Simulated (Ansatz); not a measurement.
C$_{2}$H$_{6}$GaNSi, SMILES `C#C[SiH](N)[GaH2]`, 11 atoms. Charge 0, multiplicity 1. Correlated methods include outer-core shells of Ga, which these sets cover unevenly. Scalar relativity is left out up to krypton. All runs use 4 threads of an Arm Neoverse V2 on a shared host. Correlated methods freeze the cores.

Problem. How many basis functions does each run have, and how long does it take in Ansatz? RKS B2PLYP (frozen core)/def2-TZVPP energy; RKS PBE0-D4/def2-QZVPP energy; RHF-MP2/def2-QZVPP energy; RKS PBE0-D4/def2-TZVP frequencies; RKS PBE0-D4/def2-TZVP relaxation (17 steps); direct RPA on PBE orbitals/def2-TZVPP energy; RKS ωB97M-V/def2-QZVPP energy; RKS ωB97M-V/def2-SVP energy; RHF-CCSD(T)/def2-TZVPP energy; RKS BHLYP-D4/def2-TZVPP energy; RKS CAM-B3LYP-D4/def2-TZVPP energy; RKS r2SCANh-D4/def2-TZVPP energy. (An estimate is asked.)

Solution. The calculation gave: Other jobs shared the machine, so times are rough.

```
                                level                    job  functions  wall time  peak host memory (GiB)
              RKS BHLYP-D4/def2-TZVPP                 energy        267      3.8 s                    0.82
          RKS CAM-B3LYP-D4/def2-TZVPP                 energy        267      4.2 s                    0.89
direct RPA on PBE orbitals/def2-TZVPP                 energy        267      5.5 s                    0.67
                 RKS ωB97M-V/def2-SVP                 energy        122      5.5 s                    0.39
            RKS r2SCANh-D4/def2-TZVPP                 energy        267        6 s                    0.81
  RKS B2PLYP (frozen core)/def2-TZVPP                 energy        267      6.5 s                    0.73
               RKS PBE0-D4/def2-QZVPP                 energy        510      9.5 s                     2.2
               RKS ωB97M-V/def2-QZVPP                 energy        510       22 s                     2.6
                   RHF-MP2/def2-QZVPP                 energy        510       28 s                     3.3
                RKS PBE0-D4/def2-TZVP  relaxation (17 steps)        214       68 s                    0.64
                RKS PBE0-D4/def2-TZVP            frequencies        214    3.1 min                    0.61
               RHF-CCSD(T)/def2-TZVPP                 energy        267    3.9 min                     6.5
```
